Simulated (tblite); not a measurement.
Record of a relaxation.

Species: C₇H₈NPS.
Atom-mapped SMILES: `[CH:1]#[C:2][c:3]1[p:4][cH:5][c:6]([N:7]([CH3:8])[CH3:9])[s:10]1` (hydrogens: H11 on C1; H12 on C5; H13, H14, H15 on C8; H16, H17, H18 on C9)

Computed with GFN2-xTB (tblite), gas phase: L-BFGS steps from a force-field or distance-geometry start until the largest atomic force falls under 0.01 eV/Å. 11 of its 221 geometries are shown.

Step 0: E = -748.6441 eV, largest atomic force 7.602 eV/Å
```
atom  x, y, z in Å  |  force x, y, z in eV/Å
C1      5.160   -0.041    0.399   -0.962   0.033   0.048
C2      3.941   -0.051    0.382   -0.190  -0.017   0.947
C3      2.524   -0.056    0.375    4.268   0.374  -6.280
P4      2.018    0.062   -1.458    0.446   0.110  -2.484
C5      0.131    0.073   -1.745    3.834  -0.344   6.195
C6     -0.177   -0.011   -0.291   -2.005   0.019  -3.234
N7     -1.528   -0.027    0.128    1.158   0.288   0.689
C8     -2.291   -1.243    0.239   -1.162  -0.134  -0.891
C9     -2.142    1.236    0.473   -0.428   0.056   0.931
S10     1.101   -0.087    0.988   -6.307  -0.247   4.062
H11     6.224   -0.007    0.400   -0.627  -0.048  -0.062
H12    -0.372    0.128   -2.698   -0.015  -0.049   0.806
H13    -3.156   -1.173    0.950    0.859   0.264  -0.397
H14    -2.755   -1.409   -0.783    0.282  -0.385   0.848
H15    -1.716   -2.126    0.534    0.157   0.342  -0.182
H16    -2.301    1.859   -0.410    0.076   0.062  -0.041
H17    -1.530    1.799    1.216   -0.198  -0.265  -0.495
H18    -3.140    1.080    0.960    0.815  -0.060  -0.462
```

Step 22: E = -752.3488 eV, largest atomic force 0.380 eV/Å
```
atom  x, y, z in Å  |  force x, y, z in eV/Å
C1      4.912   -0.033    0.506   -0.170  -0.012   0.020
C2      3.735   -0.029    0.242    0.245   0.000  -0.262
C3      2.408   -0.021   -0.203    0.203   0.001  -0.116
P4      1.951    0.026   -1.877   -0.264  -0.007   0.219
C5      0.223    0.020   -1.488    0.010   0.003   0.219
C6     -0.139   -0.017   -0.179   -0.070  -0.015   0.204
N7     -1.425   -0.031    0.360    0.089   0.018  -0.015
C8     -2.216   -1.219    0.166    0.106  -0.062   0.033
C9     -2.078    1.249    0.493    0.078   0.021   0.041
S10     1.168   -0.070    0.997   -0.301   0.053  -0.225
H11     5.927   -0.046    0.779   -0.113   0.010   0.012
H12    -0.571    0.061   -2.228    0.336  -0.027  -0.029
H13    -3.022   -1.214    0.905   -0.004  -0.024  -0.230
H14    -2.618   -1.372   -0.849   -0.072   0.239   0.107
H15    -1.561   -2.058    0.382   -0.001  -0.255   0.041
H16    -2.200    1.797   -0.451   -0.119  -0.153  -0.091
H17    -1.451    1.863    1.139   -0.065   0.134   0.131
H18    -3.051    1.099    0.963    0.112   0.076  -0.060
```

Step 44: E = -752.4654 eV, largest atomic force 0.187 eV/Å
```
atom  x, y, z in Å  |  force x, y, z in eV/Å
C1      4.931   -0.030    0.514   -0.070   0.007  -0.023
C2      3.789   -0.004    0.132    0.117  -0.003   0.057
C3      2.450    0.003   -0.253   -0.182   0.000   0.042
P4      1.886   -0.006   -1.886   -0.019  -0.009   0.019
C5      0.195   -0.020   -1.395   -0.010  -0.016   0.025
C6     -0.106   -0.026   -0.070   -0.031   0.011   0.000
N7     -1.371   -0.062    0.541   -0.056  -0.009   0.023
C8     -2.209   -1.175    0.138   -0.009  -0.017  -0.020
C9     -2.075    1.207    0.514   -0.001   0.015  -0.019
S10     1.250   -0.006    1.012    0.109   0.006   0.018
H11     5.930   -0.050    0.833    0.011   0.008  -0.029
H12    -0.593   -0.021   -2.133    0.008  -0.020  -0.041
H13    -3.066   -1.210    0.811    0.011  -0.021  -0.022
H14    -2.578   -1.097   -0.894    0.001   0.033  -0.017
H15    -1.653   -2.105    0.238    0.060   0.025   0.001
H16    -2.271    1.556   -0.509   -0.048   0.018  -0.020
H17    -1.495    1.969    1.034    0.094  -0.046   0.000
H18    -3.025    1.085    1.033    0.016   0.018   0.006
```

Step 66: E = -752.4876 eV, largest atomic force 0.143 eV/Å
```
atom  x, y, z in Å  |  force x, y, z in eV/Å
C1      4.947    0.011    0.471    0.065   0.016   0.045
C2      3.774    0.025    0.204   -0.104  -0.006  -0.098
C3      2.427    0.004   -0.168    0.119  -0.001   0.001
P4      1.895   -0.114   -1.807    0.077   0.005  -0.031
C5      0.200   -0.105   -1.347    0.043  -0.042  -0.035
C6     -0.121   -0.039   -0.029    0.053   0.025  -0.036
N7     -1.399   -0.072    0.544    0.030  -0.013  -0.006
C8     -2.234   -1.152    0.058    0.003  -0.013  -0.001
C9     -2.064    1.217    0.547   -0.012  -0.042  -0.001
S10     1.221    0.063    1.075   -0.111  -0.002   0.019
H11     5.967    0.009    0.717   -0.007   0.007   0.012
H12    -0.561   -0.151   -2.112   -0.037  -0.033   0.053
H13    -3.087   -1.248    0.728   -0.059   0.012  -0.021
H14    -2.597   -1.001   -0.968   -0.057   0.074   0.004
H15    -1.671   -2.083    0.081    0.053   0.001   0.042
H16    -2.378    1.521   -0.462   -0.023   0.023   0.005
H17    -1.388    1.975    0.942   -0.022  -0.061   0.032
H18    -2.942    1.147    1.186   -0.012   0.051   0.017
```

Step 88: E = -752.6837 eV, largest atomic force 0.105 eV/Å
```
atom  x, y, z in Å  |  force x, y, z in eV/Å
C1      4.872    0.422    0.592   -0.039   0.003  -0.032
C2      3.750    0.218    0.203    0.007   0.029   0.005
C3      2.448   -0.046   -0.220    0.004  -0.048  -0.024
P4      2.041   -1.009   -1.588    0.021   0.012   0.068
C5      0.314   -0.849   -1.332   -0.026   0.013   0.046
C6     -0.130   -0.112   -0.265   -0.010  -0.059  -0.020
N7     -1.424    0.043    0.124   -0.037   0.057  -0.010
C8     -2.459   -0.829   -0.371    0.003   0.019   0.037
C9     -1.865    1.153    0.932   -0.060  -0.039  -0.008
S10     1.123    0.591    0.730    0.017  -0.023  -0.067
H11     5.857    0.593    0.903    0.004   0.013   0.010
H12    -0.369   -1.322   -2.020    0.009   0.059   0.027
H13    -3.195   -0.972    0.420   -0.054   0.008   0.013
H14    -2.969   -0.412   -1.249    0.046  -0.016  -0.008
H15    -2.039   -1.801   -0.623   -0.006   0.040  -0.028
H16    -2.680    1.689    0.433    0.058  -0.056  -0.040
H17    -1.044    1.850    1.091   -0.034  -0.045   0.053
H18    -2.241    0.800    1.900    0.096   0.035  -0.022
```

Step 110: E = -752.6971 eV, largest atomic force 0.031 eV/Å
```
atom  x, y, z in Å  |  force x, y, z in eV/Å
C1      4.852    0.534    0.557    0.008  -0.022  -0.001
C2      3.740    0.220    0.220    0.006   0.014  -0.006
C3      2.446   -0.121   -0.170    0.000   0.007  -0.008
P4      2.052   -1.185   -1.462    0.001  -0.002  -0.014
C5      0.323   -0.980   -1.258   -0.001   0.000   0.000
C6     -0.134   -0.161   -0.259    0.002   0.001   0.013
N7     -1.433    0.089    0.049   -0.013   0.005  -0.010
C8     -2.501   -0.727   -0.474   -0.005  -0.009  -0.023
C9     -1.819    1.112    0.985    0.001   0.005  -0.009
S10     1.111    0.595    0.703   -0.012  -0.006   0.015
H11     5.833    0.779    0.835   -0.001   0.011   0.012
H12    -0.351   -1.476   -1.935    0.000  -0.009  -0.012
H13    -3.264   -0.855    0.296    0.003   0.022  -0.021
H14    -2.961   -0.266   -1.355    0.003  -0.004   0.027
H15    -2.127   -1.711   -0.751    0.003   0.003   0.024
H16    -2.719    1.613    0.620    0.003  -0.015   0.014
H17    -1.029    1.855    1.083    0.006  -0.002  -0.015
H18    -2.026    0.691    1.975   -0.005   0.002   0.013
```

Step 132: E = -752.7017 eV, largest atomic force 0.044 eV/Å
```
atom  x, y, z in Å  |  force x, y, z in eV/Å
C1      4.824    0.552    0.580    0.008  -0.015  -0.002
C2      3.726    0.216    0.216    0.013  -0.011  -0.005
C3      2.438   -0.139   -0.181    0.006   0.020  -0.004
P4      2.040   -1.171   -1.498    0.006  -0.001   0.013
C5      0.311   -0.982   -1.278   -0.004  -0.004   0.002
C6     -0.140   -0.181   -0.261   -0.008  -0.002  -0.020
N7     -1.437    0.083    0.047   -0.006   0.004   0.012
C8     -2.510   -0.715   -0.492    0.015   0.007  -0.004
C9     -1.781    1.098    1.007   -0.025   0.021   0.029
S10     1.105    0.546    0.719   -0.011   0.005   0.000
H11     5.791    0.823    0.879   -0.007  -0.003  -0.004
H12    -0.367   -1.464   -1.962   -0.004   0.000   0.006
H13    -3.337   -0.728    0.217    0.018  -0.009  -0.009
H14    -2.872   -0.310   -1.444    0.013  -0.008  -0.003
H15    -2.176   -1.741   -0.652   -0.006   0.006   0.006
H16    -2.739    1.541    0.734   -0.012  -0.003   0.001
H17    -1.027    1.885    1.004   -0.014  -0.006   0.010
H18    -1.857    0.693    2.024    0.018  -0.002  -0.027
```

Step 154: E = -752.7093 eV, largest atomic force 0.124 eV/Å
```
atom  x, y, z in Å  |  force x, y, z in eV/Å
C1      4.828    0.534    0.565   -0.012   0.004  -0.026
C2      3.712    0.243    0.216    0.026  -0.016   0.017
C3      2.419   -0.104   -0.172   -0.004   0.000   0.000
P4      2.029   -1.192   -1.446    0.003   0.009   0.009
C5      0.299   -1.010   -1.232   -0.002   0.015  -0.002
C6     -0.155   -0.172   -0.247    0.003   0.009  -0.006
N7     -1.455    0.088    0.058   -0.019   0.026   0.011
C8     -2.502   -0.675   -0.573   -0.031  -0.005  -0.009
C9     -1.777    1.066    1.065   -0.028   0.027   0.031
S10     1.080    0.617    0.694    0.006   0.002  -0.003
H11     5.809    0.784    0.838   -0.018   0.001   0.011
H12    -0.376   -1.533   -1.888   -0.002  -0.004   0.008
H13    -3.431   -0.532   -0.024    0.043  -0.014  -0.043
H14    -2.652   -0.359   -1.613   -0.001  -0.023   0.051
H15    -2.253   -1.740   -0.567   -0.031   0.034   0.007
H16    -2.841    1.303    1.021    0.117  -0.041   0.006
H17    -1.210    1.987    0.891   -0.032  -0.063   0.027
H18    -1.533    0.700    2.073   -0.020   0.039  -0.087
```

Step 176: E = -752.7147 eV, largest atomic force 0.029 eV/Å
```
atom  x, y, z in Å  |  force x, y, z in eV/Å
C1      4.810    0.533    0.583   -0.005   0.007  -0.018
C2      3.704    0.237    0.208   -0.002  -0.008   0.009
C3      2.413   -0.099   -0.195   -0.005   0.004  -0.006
P4      2.018   -1.204   -1.453    0.001  -0.011  -0.014
C5      0.288   -0.999   -1.255    0.009  -0.002   0.001
C6     -0.162   -0.137   -0.291   -0.008   0.012   0.003
N7     -1.461    0.156   -0.007   -0.005  -0.003  -0.008
C8     -2.506   -0.645   -0.595   -0.006   0.010   0.006
C9     -1.749    1.025    1.105    0.016   0.021   0.009
S10     1.076    0.661    0.638   -0.005   0.004   0.004
H11     5.782    0.785    0.881    0.003  -0.004   0.005
H12    -0.391   -1.539   -1.893    0.013  -0.004   0.004
H13    -3.465   -0.346   -0.180   -0.015   0.003   0.004
H14    -2.539   -0.495   -1.678    0.023  -0.005  -0.003
H15    -2.356   -1.712   -0.397    0.009   0.001   0.004
H16    -2.824    1.147    1.210   -0.016  -0.003  -0.009
H17    -1.303    2.009    0.935    0.008  -0.001  -0.002
H18    -1.343    0.630    2.043   -0.014  -0.022   0.013
```

Step 198: E = -752.7229 eV, largest atomic force 0.027 eV/Å
```
atom  x, y, z in Å  |  force x, y, z in eV/Å
C1      4.814    0.511    0.570   -0.010  -0.003  -0.010
C2      3.705    0.241    0.188    0.005   0.016  -0.007
C3      2.411   -0.067   -0.230   -0.002   0.000  -0.003
P4      2.011   -1.173   -1.487    0.006  -0.009   0.015
C5      0.282   -0.952   -1.286   -0.006   0.013   0.000
C6     -0.165   -0.074   -0.336   -0.007  -0.002  -0.006
N7     -1.471    0.243   -0.077    0.000  -0.005   0.026
C8     -2.491   -0.666   -0.552    0.023   0.009  -0.002
C9     -1.765    1.010    1.109    0.010  -0.006  -0.008
S10     1.081    0.716    0.589   -0.013  -0.011   0.016
H11     5.789    0.733    0.885    0.000   0.002  -0.001
H12    -0.398   -1.496   -1.918    0.003  -0.012  -0.012
H13    -3.462   -0.318   -0.212   -0.017   0.016  -0.012
H14    -2.491   -0.681   -1.643   -0.006  -0.013  -0.002
H15    -2.334   -1.686   -0.184   -0.001  -0.008  -0.011
H16    -2.818    1.285    1.110    0.026   0.001  -0.008
H17    -1.168    1.923    1.105   -0.001   0.019   0.004
H18    -1.540    0.456    2.029   -0.009  -0.007   0.021
```

Step 220: E = -752.7267 eV, largest atomic force 0.007 eV/Å
```
atom  x, y, z in Å  |  force x, y, z in eV/Å
C1      4.829    0.572    0.504    0.002   0.001   0.001
C2      3.715    0.264    0.165   -0.002  -0.003  -0.001
C3      2.420   -0.083   -0.216    0.000   0.003  -0.001
P4      2.017   -1.222   -1.440    0.002   0.001   0.003
C5      0.288   -1.009   -1.229    0.001   0.002  -0.002
C6     -0.158   -0.110   -0.299    0.001  -0.002   0.000
N7     -1.460    0.232   -0.054    0.001   0.001   0.001
C8     -2.501   -0.607   -0.601   -0.003   0.000  -0.001
C9     -1.769    0.965    1.149    0.002  -0.006   0.000
S10     1.091    0.700    0.607    0.002  -0.002  -0.001
H11     5.806    0.828    0.784    0.000   0.000   0.000
H12    -0.390   -1.579   -1.842   -0.001  -0.001   0.001
H13    -3.468   -0.167   -0.366   -0.001   0.002   0.000
H14    -2.401   -0.656   -1.685   -0.001  -0.003  -0.001
H15    -2.469   -1.626   -0.197    0.002   0.000  -0.001
H16    -2.799    1.315    1.101   -0.006   0.001  -0.001
H17    -1.114    1.833    1.226    0.004   0.006   0.000
H18    -1.644    0.355    2.053    0.001  -0.002   0.004
```

Question: Summarise the path.

Answer: The energy falls by 94.15 kcal/mol from step 0 to step 220; nine tenths of that is first reached at step 21. It rises by more than 0.2 meV at steps 71, 142, 145, 148, 151, 163 and 183. The largest force goes from 7.602 to 0.007 eV/Å. Among the bonds C3–S10 changes most, from 1.550 to 1.748 Å; the atoms move by 1.159 Å rms after alignment.

Question: Follow the three bonds and two angles with the largest change from start to end.

Answer: 
```tsv
step	E above end (kcal/mol)	largest force (eV/Å)	C3–S10 (Å)	C3–P4 (Å)	P4–C5 (Å)	C2–C3–S10 (°)	P4–C5–C6 (°)
0	94.15	7.602	1.550	1.906	1.909	156.4	93.3
10	12.43	0.329	1.732	1.722	1.757	124.7	120.8
19	9.97	0.346	1.733	1.726	1.759	121.3	119.1
29	7.00	0.137	1.736	1.726	1.763	116.2	118.8
38	6.29	0.080	1.733	1.727	1.762	116.6	118.7
48	5.88	0.159	1.737	1.727	1.759	118.2	119.1
57	5.63	0.103	1.736	1.727	1.758	118.7	118.9
67	5.44	0.334	1.731	1.728	1.757	118.6	118.9
77	2.88	0.249	1.739	1.721	1.758	117.3	118.9
86	1.10	0.117	1.747	1.719	1.755	118.5	118.7
96	0.82	0.045	1.749	1.720	1.753	118.3	118.8
105	0.72	0.076	1.750	1.720	1.752	118.1	118.9
115	0.67	0.020	1.750	1.719	1.754	117.8	118.9
124	0.61	0.067	1.749	1.720	1.754	117.6	118.6
134	0.57	0.042	1.749	1.719	1.755	117.2	118.7
143	0.50	0.064	1.749	1.719	1.754	117.4	118.8
153	0.41	0.049	1.749	1.720	1.753	117.8	118.6
163	0.33	0.137	1.748	1.719	1.753	117.9	118.5
172	0.29	0.025	1.749	1.720	1.754	117.6	118.6
182	0.22	0.102	1.750	1.721	1.754	117.9	118.9
191	0.11	0.019	1.747	1.720	1.754	117.8	118.8
201	0.06	0.061	1.748	1.720	1.754	117.8	118.8
210	0.03	0.051	1.748	1.720	1.754	117.8	118.9
220	0.00	0.007	1.748	1.720	1.755	117.8	118.8
```
